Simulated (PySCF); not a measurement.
## Broadened absorption spectrum of CH10N2OSi3

Species: CH10N2OSi3.
SMILES: `NC(=O)[SiH2][SiH2]N[SiH3]`

The calculation used TDDFT CAM-B3LYP/def2-SVPD, vertical, gas phase, core orbitals frozen in the response (PySCF 2.14.0, density-fitted response routines). Isolated species at its GFN2-xTB geometry (one conformer only). Torsions of this conformer, `[NH2:1][C:2](=[O:3])[SiH2:4][SiH2:5][NH:6][SiH3:7]`: N1–C2–Si4–Si5 172°, C2–Si4–Si5–N6 -15°, Si4–Si5–N6–Si7 -173°, H–N1–C2–O3 -1°, H–N1–C2–O3 -179°.

Broadening: Gaussians 0.3 eV wide at half height, area fixed by f = 4.319×10⁻⁹ ∫ε dν̃. The width is an assumption, not a result. The curve ends short of the highest state used, and states not computed would add to its high-energy end.

λ (nm), ε (L mol⁻¹ cm⁻¹) and a bar:
```
    192.8       2252 ################
    196.6       4184 ##############################
    200.4       3272 #######################
    204.2       1136 ########
    208.0        227 ##
    211.8        138 #
    215.6        186 #
    219.4        149 #
    223.2         67 
    227.1         18 
    230.9          3 
    234.7          1 
    238.5          5 
    242.3         20 
    246.1         54 
    249.9         99 #
    253.7        125 #
    257.5        114 #
    261.3         76 #
    265.1         39 
    268.9         15 
    272.7          5 
    276.5          1 
    280.3          0
```

Q: Locate the maxima and give the states behind the curve.

A: 254 nm (4.87 eV), ε about 130, made up of S1 (100%); 216 nm (5.74 eV), ε about 190, made up of S2 (100%); 197 nm (6.28 eV), ε about 4300, made up of S3 (21%) and S4 (79%) (ε in L mol⁻¹ cm⁻¹; maxima over ε = 5, shares over 10%). The states used: S1 4.87 eV (f 0.0014); S2 5.74 eV (f 0.0021); S3 6.26 eV (f 0.010); S4 6.28 eV (f 0.037); S5 6.68 eV (f 0.0059); S6 6.80 eV (f 0.035); S7 6.99 eV (f 0.0097); S8 7.03 eV (f 0.012).

Q: Coming from long wavelengths, where does ε first pass 100 L mol⁻¹ cm⁻¹?

A: At about 259 nm (4.79 eV), 0.09 eV below S1.

Q: On this curve, what absorbance would a 10⁻³ mol/L sample give at 193 nm over a 1 cm path?

A: 193 nm is 6.424 eV, where ε is about 2400 L mol⁻¹ cm⁻¹, so A = ε c l ≈ 2.4 (Beer–Lambert, with the gas-phase spectrum and the assumed width).

Q: What would ε be at 6.28 eV, the highest of these maxima, with half the width (0.15 eV)?

A: About 8480 L mol⁻¹ cm⁻¹ against 4270, a factor of about 1.98; a lone state at its own centre would give exactly 2.
